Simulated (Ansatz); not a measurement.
Born–Oppenheimer molecular dynamics of CH9B2NOSi (15 atoms, charge 0, multiplicity 1). It starts from a relaxed structure.

These are results of UKS PBE/STO-3G (Ansatz 0.2.0), not measurements.

```yaml
ensemble: NVT, Nosé–Hoover chain
time_step: 0.5 fs
steps_asked: 123
set_temperature: 1000 K
thermostat: time constant 100 fs, chain length 3 (defaults)
temperature_schedule: 30 steps to 1000 K, then 92 steps to 3000 K
seed: 269972
```

First frame:

```xyz
15
Properties=species:S:1:pos:R:3
B 0.131 -1.991 0.884
O 0.588 -1.368 -0.231
C 0.420 0.135 -0.397
B 1.059 1.057 0.660
N 0.617 0.483 -1.854
Si -1.402 0.760 0.073
H 0.343 -3.151 0.933
H -0.455 -1.433 1.745
H 1.208 2.199 0.405
H 1.287 0.649 1.742
H 1.632 0.210 -2.054
H 0.085 -0.278 -2.389
H -2.276 -0.396 -0.076
H -1.491 1.253 1.442
H -1.768 1.819 -0.853
```

Question: How far do the bonds stretch over the last three quarters of this one trajectory? (Pairs bonded in most of those frames.)

Answer: 
| bond | mean (Å) | spread (Å) | shortest | longest |
| --- | --- | --- | --- | --- |
| B1–O2 | 1.366 | 0.028 | 1.33 | 1.42 |
| B1–H7 | 1.190 | 0.013 | 1.17 | 1.22 |
| B1–H8 | 1.188 | 0.030 | 1.14 | 1.24 |
| O2–C3 | 1.543 | 0.038 | 1.48 | 1.60 |
| C3–B4 | 1.547 | 0.055 | 1.48 | 1.64 |
| C3–N5 | 1.495 | 0.045 | 1.44 | 1.59 |
| C3–Si6 | 1.971 | 0.070 | 1.88 | 2.07 |
| B4–H9 | 1.186 | 0.044 | 1.12 | 1.25 |
| B4–H10 | 1.183 | 0.029 | 1.13 | 1.24 |
| N5–H11 | 1.068 | 0.016 | 1.04 | 1.10 |
| N5–H12 | 1.070 | 0.020 | 1.03 | 1.11 |
| Si6–H13 | 1.465 | 0.052 | 1.38 | 1.55 |
| Si6–H14 | 1.459 | 0.019 | 1.43 | 1.49 |
| Si6–H15 | 1.458 | 0.016 | 1.43 | 1.48 |

Mean temperature of the second half: 532 K. The conserved energy stayed within 0.3 meV per atom of its start (net change 0.22 meV per atom), so the integration is sound. The schedule's set-point averaged 2358 K over the second half and the system 532 K, so it lags behind the ramp. A run of 0.061 ps of so small a system gives no equilibrium averages. Limits of this set-up: minimal basis.

Time of the run: 9.2 min on 1 thread of Arm Neoverse V2, on a shared host, peak memory 0.13 GiB.
